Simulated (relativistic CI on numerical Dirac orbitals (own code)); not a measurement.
**d1 to d9 in one octahedral field**

Computed with a parametric ligand-field model without spin-orbit coupling, by exact diagonalisation: B = 920, C = 3910, 10Dq = 8400 cm⁻¹ (Oh; |10Dq|/B = 9.1) for every shell. Energies in cm⁻¹; the field energy is (0.6 n_e − 0.4 n_t2) × 10Dq of the ground term; g labels are left out.

```tsv
Shell	Ground term	Electrons in e	Field energy	First spin-allowed bands	Lowest term of other spin
d1	2T2	0.000	-3360	2E 8400	
d2	3T1	0.083	-6022	3T2 7301, 3A2 15701	1T2 13828
d3	4A2	0.000	-10080	4T2 8400, 4T1 13980	2E 17810
d4	5E	1.000	-5040	5T2 8400	3T1 14014
d5	6A1	2.000	0	none	4T1 22970
d6	?	?	?	?	?
d7	4T1	2.083	-6022	4T2 7301, 4A2 15701	2E 10004
d8	3A2	2.000	-10080	3T2 8400, 3T1 13980	1E 14624
d9	2E	3.000	-5040	2T2 8400
```

Problem. Fill in the row of d6.

Solution. Ground term: 5T2; Electrons in e: 2.000; Field energy: -3360; First spin-allowed bands: 5E 8400; Lowest term of other spin: 3T1 13348. Every shell keeps the spin of the free ion. Only d4 to d7 can choose; the field needed to pair spins is smallest for d6 and largest for d5, which loses most exchange energy. In the strong-field picture 10Dq must exceed about 6B + 5C = 25070 (d4), 7.5B + 5C = 26450 (d5), 2.5B + 4C = 17940 (d6) and 4B + 4C = 19320 (d7); mixing of terms shifts these bounds somewhat. High-spin d^(n+5) repeats the spin-allowed bands of d^n, since the half-filled shell is spherical.
